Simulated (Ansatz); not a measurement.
`[F][Sn]([F])([Cl])[Cl]` and `F[Si](F)(Cl)Cl` differ in one element.

Ansatz, PBE0-D4/def2-TZVP geometries, multiplicity 1. 

Elements past krypton have def2 core potentials.

| property | `[F][Sn]([F])([Cl])[Cl]` |
| --- | --- |
| HOMO energy (ωB97M-V/def2-TZVPP) / eV | -12.49 |
| size of the dipole moment (ωB97M-V/def2-TZVPP) / D | 1.53 |
| HOMO energy (B3LYP/def2-TZVPP) / eV | -9.92 |
| LUMO energy (PBE/def2-TZVPP) / eV | -4.20 |
| HOMO energy (PBE/def2-TZVPP) / eV | -8.73 |
| HOMO–LUMO gap (PBE0/def2-TZVPP) / eV | 6.95 |

(1) What does the change do to each property? (An estimate is asked.)

Results:

(1) The calculation gave: 
| property | `F[Si](F)(Cl)Cl` | shift |
| --- | --- | --- |
| HOMO energy (ωB97M-V/def2-TZVPP) / eV | -12.17 | 0.32 |
| size of the dipole moment (ωB97M-V/def2-TZVPP) / D | 0.68 | -0.85 |
| HOMO energy (B3LYP/def2-TZVPP) / eV | -9.62 | 0.30 |
| LUMO energy (PBE/def2-TZVPP) / eV | -0.95 | 3.25 |
| HOMO energy (PBE/def2-TZVPP) / eV | -8.45 | 0.28 |
| HOMO–LUMO gap (PBE0/def2-TZVPP) / eV | 10.04 | 3.09 |

With PBE0 the HOMO rises by 0.30 eV and the LUMO rises by 3.39 eV, so the gap widens by about 3.09 eV. PBE moves the HOMO by 0.28 eV and ωB97M-V by 0.32 eV. Dipoles are sizes alone; their direction can turn.

B3LYP here is the variant with VWN-RPA as its local correlation; programs differ in this.
